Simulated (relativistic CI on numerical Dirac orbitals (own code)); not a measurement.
# P10+: computed level list

Calculated at this level of theory: Dirac-Coulomb-Breit CI, KLI orbitals optimised for each configuration, model QED (radiative potential, 1s self-energy scaled to tabulated hydrogen-like ionisation energies), unscaled Slater integrals (own radial code, finite nucleus).

Configurations in the expansion (outside the closed core 1s2): 2s2 2p, 2s 2p2, 2p3, 2p2 3s, 2p2 3p, 2s2 3s, 2p2 3d, 2s2 3p, 2s2 3d, 2s 2p 3s, 2s 2p 3p, 2s 2p 3d, 2s2 4s, 2s2 4p, 2s2 4d, 2s2 4f. Levels of other configurations are missing.

| No. | Configuration | Term | J | E (cm⁻¹) | % | Landé g | Lifetime (s) | jj configuration (%) |
| --- | --- | --- | --- | --- | --- | --- | --- | --- |
| 41 | 2s 2p 3p | 2S | 1/2 | 2514892 | 99 | 1.998 | 1.41e-12 | 2s 2p3/2 3p3/2 (59) |
| 42 | 2s 2p 3d | 4F° | 9/2 | 2517508 | 100 | 1.333 | 4.61e-09 | 2s 2p3/2 3d5/2 (100) |
| 43 | 2s 2p 3d | 4D° | 1/2 | 2531086 | 96 | 0.050 | 4.62e-13 | 2s 2p1/2 3d3/2 (57) |
| 44 | 2s 2p 3d | 4D° | 3/2 | 2531282 | 88 | 1.231 | 4.86e-13 | 2s 2p1/2 3d3/2 (32) |
| 45 | 2s 2p 3d | 4D° | 5/2 | 2531666 | 70 | 1.402 | 5.43e-13 | 2s 2p1/2 3d5/2 (69) |
| 46 | 2s 2p 3d | 4D° | 7/2 | 2535245 | 97 | 1.425 | 4.68e-13 | 2s 2p3/2 3d5/2 (70) |
| 47 | 2s 2p 3d | 2D° | 3/2 | 2536902 | 93 | 0.819 | 1.24e-12 | 2s 2p3/2 3d5/2 (38) |
| 48 | 2s 2p 3d | 2D° | 5/2 | 2537513 | 70 | 1.267 | 9.44e-13 | 2s 2p3/2 3d3/2 (69) |
| 49 | 2s 2p 3d | 4P° | 5/2 | 2542046 | 69 | 1.496 | 8.53e-13 | 2s 2p3/2 3d5/2 (81) |
| 50 | 2s 2p 3d | 4P° | 3/2 | 2542995 | 90 | 1.681 | 8.06e-13 | 2s 2p3/2 3d3/2 (59) |
| 51 | 2s 2p 3d | 4P° | 1/2 | 2543940 | 97 | 2.614 | 8.35e-13 | 2s 2p3/2 3d3/2 (89) |
| 52 | 2s 2p 3s | 2P° | 1/2 | 2546299 | 93 | 0.668 | 2.20e-12 | 2s 2p3/2 3s (63) |
| 53 | 2s 2p 3s | 2P° | 3/2 | 2546518 | 92 | 1.330 | 2.17e-12 | 2s 2p3/2 3s (65) |
| 54 | 2s 2p 3d | 2F° | 5/2 | 2580222 | 99 | 0.858 | 6.78e-13 | 2s 2p1/2 3d5/2 (52) |
| 55 | 2s 2p 3d | 2F° | 7/2 | 2586283 | 100 | 1.143 | 6.41e-13 | 2s 2p3/2 3d3/2 (53) |
| 56 | 2s 2p 3d | 2P° | 3/2 | 2590946 | 95 | 1.332 | 8.99e-13 | 2s 2p3/2 3d5/2 (43) |
| 57 | 2s 2p 3d | 2P° | 1/2 | 2594404 | 96 | 0.666 | 8.73e-13 | 2s 2p3/2 3d5/2 (80) |
| 58 | 2s 2p 3p | 2P | 1/2 | 2631778 | 85 | 0.670 | 3.46e-12 | 2s 2p3/2 3p1/2 (42) |
| 59 | 2s 2p 3p | 2P | 3/2 | 2633161 | 64 | 1.195 | 4.15e-12 | 2s 2p3/2 3p1/2 (43) |
| 60 | 2s 2p 3p | 2D | 3/2 | 2635194 | 69 | 0.937 | 9.04e-12 | 2s 2p3/2 3p3/2 (47) |
| 61 | 2s 2p 3p | 2D | 5/2 | 2635289 | 93 | 1.200 | 1.60e-11 | 2s 2p3/2 3p3/2 (59) |
| 62 | 2s 2p 3p | 2S | 1/2 | 2656520 | 92 | 2.001 | 7.16e-12 | 2s 2p3/2 3p3/2 (52) |
| 63 | 2p2 3s | 4P | 1/2 | 2675983 | 98 | 2.663 | 6.73e-12 | 2p1/2^2 3s (47) |
| 64 | 2p2 3s | 4P | 3/2 | 2679479 | 99 | 1.733 | 6.64e-12 | 2p1/2 2p3/2 3s (90) |
| 65 | 2p2 3s | 4P | 5/2 | 2684639 | 98 | 1.598 | 6.49e-12 | 2p3/2^2 3s (60) |
| 66 | 2s 2p 3d | 2F° | 7/2 | 2707472 | 92 | 1.143 | 8.42e-13 | 2s 2p3/2 3d5/2 (59) |
| 67 | 2s 2p 3d | 2F° | 5/2 | 2707791 | 92 | 0.857 | 7.80e-13 | 2s 2p3/2 3d3/2 (63) |
| 68 | 2s 2p 3d | 2D° | 3/2 | 2719372 | 98 | 0.799 | 5.56e-13 | 2s 2p3/2 3d3/2 (60) |
| 69 | 2s 2p 3d | 2D° | 5/2 | 2720383 | 98 | 1.200 | 5.61e-13 | 2s 2p3/2 3d5/2 (64) |
| 70 | 2p2 3s | 2P | 1/2 | 2726708 | 82 | 0.669 | 3.21e-12 | 2p1/2 2p3/2 3s (58) |

Energies count from the lowest computed level; ° marks odd parity; lifetimes are radiative, by E1, M1, E2, M2 decay to levels of this space only. Filled j subshells are mostly left out of the jj labels.

The mean weight of the leading LS term, summed over parents, in these 30 levels is 90 %, and that of the leading jj configuration (from the same eigenvectors) 61 %, so LS coupling describes them better.

At this charge energies of transitions that change n are usually good to better than 1 %, and those within a shell (Δn = 0) to a few per cent.
